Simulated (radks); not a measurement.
Ionisation of the copper ion Cu+, [Ar] 3d10, to [Ar] 3d9 as the strength of local exchange is varied. Calculated with a radial shooting solver on a logarithmic mesh with Libxc functionals: non-relativistic Kohn-Sham, Slater X-alpha exchange (alpha = 2/3 is LDA exchange), no correlation, spin-polarised, spherical densities, point nucleus.

\begin{tabular}{lrrrrr}
alpha & E(Cu+) (hartree) & exchange (hartree) & IE (eV) & -e of the level emptied (eV) & <r> of it (bohr) \\ \hline
0.581 & -1627.06460 & -53.40711 & 18.514 & 11.453 (3d) & 1.044 \\
0.667 & -1634.99163 & -61.64864 & 20.046 & 12.716 (3d) & 1.017 \\
0.684 & -1636.56373 & -63.28798 & 20.360 & 12.977 (3d) & 1.012 \\
0.766 & -1644.17056 & -71.24253 & 21.926 & 14.292 (3d) & 0.9883 \\
0.8 & -1647.33613 & -74.56360 & 22.600 & 14.864 (3d) & 0.9789 \\
1.029 & -1668.83267 & -97.27798 & 27.523 & 19.130 (3d) & 0.9218 \\
\end{tabular}

NIST Atomic Spectra Database: 20.292 eV (measured). The Delta-SCF value meets it near alpha = 0.68. Open shells are spherical and high-spin; term and fine-structure splittings are not resolved.
